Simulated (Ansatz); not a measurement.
```yaml
crystal:
  periodic: [false, false, false]
  atoms:
    - {symbol: C, position_ang: [-0.408845, 1.917696, -1.336386]}
    - {symbol: N, position_ang: [-0.540491, 0.667194, -0.809210]}
    - {symbol: B, position_ang: [-0.631866, -0.650092, -0.311677]}
    - {symbol: Si, position_ang: [0.736797, -1.501690, 1.002821]}
    - {symbol: H, position_ang: [0.111938, 2.343431, -1.665807]}
    - {symbol: H, position_ang: [-1.016881, 2.558818, -0.559634]}
    - {symbol: H, position_ang: [-1.328467, -1.379476, -1.235459]}
    - {symbol: H, position_ang: [1.497278, -2.195763, 0.518526]}
    - {symbol: H, position_ang: [-0.138490, -1.929651, 2.233927]}
    - {symbol: H, position_ang: [1.654408, -0.194396, 1.525107]}
basis:
  gaussian: {orbitals: x2c-TZVPPall, nuclear_model: gaussian, point_charges: [{charge: -1.00, position_ang: [4.358, 0.949, -0.240]}]}
hamiltonian: {xc: {name: HF}}
correlation: {active_space: {window: {electrons: 40, orbitals: 30}}}
accuracy: high
output: {forces: true}
```

```sh
$ ansatz run in.yaml --threads 2 --pin off --events-out ev --progress --plain --max-ram 4352MiB
```

How does Ansatz answer? (An estimate is asked.)

Computed: The run stopped with an error.
```
Functional definition: HF
3798 factors; integrals over basis functions are off by at most 1.7e-8 eV
mean field evaluation 1: about -11148.1075 eV, gradient 2.9e1 eV
mean field evaluation 2: about -11148.2910 eV, gradient 2.9e1 eV
mean field evaluation 4: about -11151.2887 eV, gradient 5.7e0 eV
mean field evaluation 8: about -11151.4047 eV, gradient 4.9e-1 eV
mean field evaluation 16: about -11151.4069 eV, gradient 3.8e-7 eV
mean field -11151.40691807 eV, -409.8066455440 hartree, gradient 2.3e-8 eV, S^2 0.000000; 0 other end points of the search recorded, 0 dependent functions left out
reference -11151.40691807 eV, -409.8066455440 hartree; 19, 19 occupied and 200, 200 virtual orbitals, 3798 factors
Error: 40 electrons in 30 orbitals form no window around the highest filled level of the reference
```
